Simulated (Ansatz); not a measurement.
System: C₄H₁₀Si₂, net charge 0, singlet state. SMILES: [SiH3]CC#CC[SiH3]
Structure (B3LYP-D3(BJ)/def2-TZVP (Ansatz, an electronic-structure program) minimum search):
```xyz
16

Si     2.6772     0.9986     0.0040
C      2.0855    -0.8017     0.0689
C      0.6626    -0.8839    -0.2042
C     -0.5168    -0.8927    -0.4451
C     -1.9490    -0.8606    -0.6764
Si    -2.7895     0.3699     0.4961
H      4.1331     1.0538     0.2856
H      1.9533     1.7966     1.0185
H      2.4200     1.5603    -1.3409
H      2.6602    -1.3889    -0.6541
H      2.3156    -1.2084     1.0585
H     -2.3943    -1.8495    -0.5294
H     -2.1700    -0.5660    -1.7070
H     -4.2510     0.3824     0.2393
H     -2.2425     1.7260     0.2689
H     -2.5455    -0.0317     1.8995
```

Wanted: vertical ionisation energy (to the doublet state of charge +1; each state is the SCF solution reached for its spin), in eV. Cores are frozen in the correlated levels unless marked. UHF or UKS for open shells. No spin-orbit coupling. No relativistic terms. 

```csv
level,program,vertical ionisation energy (eV)
HF/aug-cc-pV(D+d)Z,Ansatz,7.95
HF/aug-cc-pV(T+d)Z,Ansatz,7.92
SVWN5/def2-TZVPD,Ansatz,8.78
PBE/def2-TZVPD,Ansatz,8.60
r2SCAN/def2-TZVPD,Ansatz,8.64
PBE0/def2-TZVPD,Ansatz,8.78
BHLYP/def2-TZVPD,Ansatz,8.77
CAM-B3LYP/def2-TZVPD,Ansatz,8.90
wB97M-V/def2-TZVPD,Ansatz,8.92
wB97X-V/def2-TZVPD,Ansatz,8.93
B2PLYP/def2-TZVPD,Ansatz,8.93
MP2/aug-cc-pV(D+d)Z,Ansatz,9.34
RI-MP2/aug-cc-pV(T+d)Z,Ansatz,9.45
CCSD(T)/aug-cc-pV(D+d)Z,Ansatz,9.05
```
